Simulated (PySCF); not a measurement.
Molfile (atoms numbered from 1):
```
C3H5BO
     RDKit          3D

 10  9  0  0  0  0  0  0  0  0999 V2000
    2.0774   -0.7474    0.2076 C   0  0  0  0  0  0  0  0  0  0  0  0
    1.2004    0.0941    0.1273 C   0  0  0  0  0  0  0  0  0  0  0  0
    0.1141    1.1768    0.0283 B   0  0  0  0  0  0  0  0  0  0  0  0
   -1.1737    0.8744   -0.2106 O   0  0  0  0  0  0  0  0  0  0  0  0
   -1.6308   -0.4478   -0.3872 C   0  0  0  0  0  0  0  0  0  0  0  0
    2.8535   -1.4886    0.2802 H   0  0  0  0  0  0  0  0  0  0  0  0
    0.3836    2.3462    0.1620 H   0  0  0  0  0  0  0  0  0  0  0  0
   -1.3915   -1.0738    0.4868 H   0  0  0  0  0  0  0  0  0  0  0  0
   -1.1758   -0.9094   -1.2777 H   0  0  0  0  0  0  0  0  0  0  0  0
   -2.7210   -0.4168   -0.5186 H   0  0  0  0  0  0  0  0  0  0  0  0
  1  2  3  0
  2  3  1  0
  3  4  1  0
  4  5  1  0
  1  6  1  0
  3  7  1  0
  5  8  1  0
  5  9  1  0
  5 10  1  0
M  END
```

Computed data (PySCF 2.14.0 with density-fitted response routines): PBE0-D3(BJ)/def2-SVP structure, σ from GIAO-CAM-B3LYP/pcSseg-2. No relativistic terms, one computed conformer, gas phase, fast rotation and ring inversion assumed for equivalent nuclei.

References, each an isolated molecule treated in the same way: ¹³C (182.55 ppm) and ¹H (31.34 ppm) against TMS; ¹¹B (97.88 ppm) against BF3·OEt2; ¹⁷O (329.76 ppm) against H2O.

```
    atoms  nucleus  count  δ (ppm)
H8/H9/H10       ¹H      3     3.89
       H7       ¹H      1     4.70
       C5      ¹³C      1     58.3
       C2      ¹³C      1        ?
       C1      ¹³C      1    111.5
       B3      ¹¹B      1     37.6
       O4      ¹⁷O      1    176.3
       H6       ¹H      1        ?
```

Fill in the missing shifts.

Answers


- C2: 93.2 ppm, alkyne carbon; sp carbons lie upfield of alkene carbons because the cylindrical π system leaves one tensor component strongly shielded
- H6: 3.11 ppm, hydrogen on a terminal alkyne carbon; it lies on the axis of the triple bond, in its shielding cone

Hydrogens on boron are broadened and split by ¹¹B (spin 3/2, 80 %) and 10B (spin 3). A carbon bonded to boron is broadened by the quadrupolar boron nucleus and is often missing from a measured spectrum. Shifts are as computed, not scaled to solution data. Of 1211 compounds with measured shifts, 218 miss one by over three times the rms of a fit or turn the order of signals round; such compounds aren't used in these exercises. Experimental scales use liquid or dissolved standards, which lie at an offset from isolated H2O (liquid H2O: subtract about 36 ppm).
